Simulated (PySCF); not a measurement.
Vertical excitations of a molecule C₃H₅F₃O from PySCF 2.14.0 with TDDFT-PBE/def2-SVPD, as energy in eV (oscillator strength): 7.59 (0.001), 8.25 (0.001), 8.61 (0.025), 8.79 (0.030), 8.94 (0.015), 9.24 (0.005), 9.40 (0.003), 9.55 (0.022), 9.57 (0.005), 9.69 (0.000). Lowest triplet (TDA): 7.47 eV. The structure is a stationary point at ωB97X-D3(BJ)/def2-SVP. The values are those of a single conformer.

Which structure fits?
(A) C[C@H](O)C(F)(F)F
(B) OCCC(F)(F)F
(C) COCC(F)(F)F
(D) CCOC(F)(F)F

D, CCOC(F)(F)F
